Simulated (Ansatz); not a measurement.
`CCB(CC)CC`. Total charge 0; spin multiplicity 1. The structure was optimised at the PBE0-D4/def2-TZVP level. It is one conformer, not always the lowest.

```xyz
22

C     0.321   -0.784    2.376
C    -0.507    0.109    1.463
B    -0.149    0.171   -0.065
C    -0.773    1.318   -0.944
C     0.262    2.448   -1.054
C     0.773   -0.903   -0.748
C    -0.113   -2.107   -1.114
H     0.321   -1.821    2.031
H    -0.054   -0.782    3.403
H     1.364   -0.459    2.409
H    -1.563   -0.210    1.481
H    -0.553    1.133    1.858
H    -1.695    1.722   -0.512
H    -1.012    0.963   -1.953
H    -0.112    3.273   -1.666
H     1.192    2.097   -1.510
H     0.513    2.859   -0.072
H     1.239   -0.520   -1.662
H     1.578   -1.247   -0.090
H    -0.924   -1.817   -1.788
H    -0.570   -2.554   -0.227
H     0.464   -2.888   -1.614
```

Problem. What is the dipole moment at ωB97M-V/def2-TZVPP? (Best estimate.)

Solution. The calculation gave: 0.11 D, with components (-0.09, 0.01, -0.06) D in this frame, pointing from negative to positive charge.

Problem. And with PBE, r2SCAN, B3LYP? (Best estimate.)

Solution. Computed: PBE 0.12 D, r2SCAN 0.11 D, B3LYP 0.11 D.

Problem. Give the Mulliken charges with ωB97M-V, PBE, r2SCAN in def2-TZVPP. (Estimate.)

Solution. Ansatz gave: 
```
atom  ωB97M-V    PBE  r2SCAN
  C1    -0.32  -0.24   -0.13
  C2    -0.24  -0.17   -0.10
  B3     0.18   0.13    0.22
  C4    -0.24  -0.17   -0.12
  C5    -0.33  -0.28   -0.16
  C6    -0.28  -0.17   -0.12
  C7    -0.33  -0.28   -0.17
  H8     0.10   0.07    0.04
  H9     0.11   0.08    0.04
 H10     0.10   0.08    0.04
 H11     0.11   0.08    0.04
 H12     0.10   0.07    0.03
 H13     0.09   0.07    0.03
 H14     0.10   0.07    0.03
 H15     0.11   0.08    0.04
 H16     0.11   0.09    0.05
 H17     0.11   0.09    0.05
 H18     0.09   0.07    0.03
 H19     0.11   0.07    0.04
 H20     0.11   0.09    0.05
 H21     0.10   0.09    0.05
 H22     0.11   0.08    0.04
```

B3LYP here is the variant with VWN-RPA as its local correlation; programs differ in this.
